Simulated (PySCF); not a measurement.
Se(Br)(SiH3) (BrH3SeSi), SMILES [SiH3][Se]Br. Atoms are numbered in the order given.

```xyz
6

Se     0.8771    -0.5500     0.0000
Br    -0.3374     1.4819     0.0000
Si    -0.9960    -1.8964     0.0000
H     -0.4240    -3.2887     0.0000
H     -1.8220    -1.6640    -1.2313
H     -1.8220    -1.6640     1.2313
```
Charge 0, spin multiplicity 1.

Geometry optimised at PBE-D3(BJ)/def2-SVP. This is a generated structure with no PubChem entry under its InChIKey; it may be hypothetical.

Computed with PBE/def2-TZVPD (PySCF).

Mulliken values depend strongly on the basis, most of all with diffuse functions as here. Atomic charges (e):

```csv
atom,Mulliken,IAO
Se1,-0.04,(withheld)
Br2,-0.14,(withheld)
Si3,0.18,(withheld)
H4,-0.02,(withheld)
H5,0.01,(withheld)
H6,0.01,(withheld)
```

Q: Some entries are withheld; supply them. (An estimate is asked for; the answer gives what the named calculation found.)

A: 
- Se1, IAO: -0.04
- Br2, IAO: -0.13
- Si3, IAO: 0.44
- H4, IAO: -0.09
- H5, IAO: -0.09
- H6, IAO: -0.09
